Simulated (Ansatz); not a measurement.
Species: C2HF3O, net charge 0, singlet state. 
Geometry from a B3LYP-D3(BJ)/def2-TZVP (Ansatz, a quantum-chemistry and plane-wave program) optimisation:
```xyz
7

O      1.7267    -0.8687    -0.6764
C      1.1817     0.1035    -0.2544
C     -0.3170     0.1282     0.1148
F     -0.4462     0.4647     1.4121
F     -0.9157    -1.0378    -0.0890
F     -0.9367     1.0716    -0.6193
H      1.6852     1.0729    -0.0863
```

Parts of the frozen-core correlation energy in STO-3G (Ansatz, hartree). Frozen orbitals: 6; correlated occupied orbitals by spin: 18 and 18; virtual: 7 and 7. Spin-orbit coupling is left out. Non-relativistic. The restricted reference is unstable.

```
term                            value
-------------------------  ----------
reference (HF)             -443.31308
MP2 opposite-spin                   ?
MP2 same-spin                       ?
CCSD correlation             -0.24803
(T)                                 ?
T1 diagnostic                   0.009
largest doubles amplitude       0.107
```

### Question
What belongs in the gaps?

### Answer

- MP2 opposite-spin, value: -0.16743
- MP2 same-spin, value: -0.03800
- (T), value: -0.00650
